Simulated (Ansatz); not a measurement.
Molecule: AgCl (charge 0, singlet). 
Geometry from a B3LYP-D3(BJ)/def2-TZVP (Ansatz, a quantum-chemistry and plane-wave program) optimisation:
SMILES: [Cl][Ag]
```xyz
2

Ag     0.0000     0.0000    -0.6130
Cl     0.0000     0.0000     1.6948
```
Charge 0, spin multiplicity 1.

Dipole moments at this geometry, in debye (magnitudes).

```tsv
level	program	dipole (D)
SVWN5/def2-TZVPD	Ansatz	4.92
PBE/def2-TZVPD	Ansatz	5.15
BLYP/def2-TZVPD	Ansatz	4.99
revPBE/def2-TZVPD	Ansatz	5.24
BHLYP/def2-TZVPD	Ansatz	6.33
r2SCANh/def2-TZVPD	Ansatz	5.78
r2SCAN0/def2-TZVPD	Ansatz	?
HSE06/def2-TZVPD	Ansatz	5.84
CAM-B3LYP/def2-TZVPD	Ansatz	6.00
LC-wPBE/def2-TZVPD	Ansatz	6.46
wB97M-V/def2-TZVPD	Ansatz	6.22
wB97X-V/def2-TZVPD	Ansatz	6.32
CCSD(T)/def2-SVPD	Ansatz	?
```

Q: Fill in the missing entries.

A: 
- r2SCAN0/def2-TZVPD, dipole (D): 6.08
- CCSD(T)/def2-SVPD, dipole (D): 6.43
